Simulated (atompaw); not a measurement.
## What one change does to a pseudopotential (boron, PAW (atompaw))

boron, PAW, made with atompaw 4.2.0.5 (LDA (PW92), scalar-relativistic). Core [He], reference 2s2 2p0.5 (charge +0.5). Waves: 2s (bound): rc 1.15 bohr; 2s channel at -0.6 Ry: rc 1.15 bohr; 2p (bound): rc 3.00 bohr; 2p channel at 2.45 Ry: rc 3.00 bohr. Local part: ultrasoft scheme with l = 2 at 1 Ry, radius 2.75 bohr. Core correction: smooth core density matched at 2.75 bohr. Augmentation charge: besselshape compensation charge, radius 2.70 bohr; PAW radius 3.00 bohr; waves and projectors: custom polynom2 7 10 vanderbiltortho.

Change: augmentation besselshape compensation charge, radius 2.70 bohr; PAW radius 3.00 bohr; waves and projectors: custom polynom vanderbiltortho.

Cutoffs: the cutoffs (Ry, on a coarse ladder) from which the occupation-weighted sum of valence levels, in a spherical-Bessel basis at the reference potential, stays within 10 and 1 mRy of its value at 400 Ry; they do not see the model core or the augmentation charge, which bear on the density cutoff.

What does the change do?

The potential gets harder (18 Ry and 25 Ry → 30 Ry and 40 Ry); neither file shows a bound ghost.

```csv
quantity,base,changed
"cutoff, loose",18 Ry,30 Ry
"cutoff, tight",25 Ry,40 Ry
loose cutoff by channel (10 mRy a level),"s 15 Ry, p 8 Ry","s 25 Ry, p 6 Ry"
bound ghosts,none,none
s: phases at 3.02 bohr within 0.05 rad from the reference energy up to (Ry; the scan ends near 5),to the end of the scan,to the end of the scan
p: phases at 3.02 bohr within 0.05 rad from the reference energy up to (Ry; the scan ends near 5),-0.2,0.8
lowest overlap eigenvalue by channel,"s 0.77, p 0.95","s 0.99, p 0.77"
```

 The cutoffs see the waves, projectors and local potential, not the compensation charge or the core.
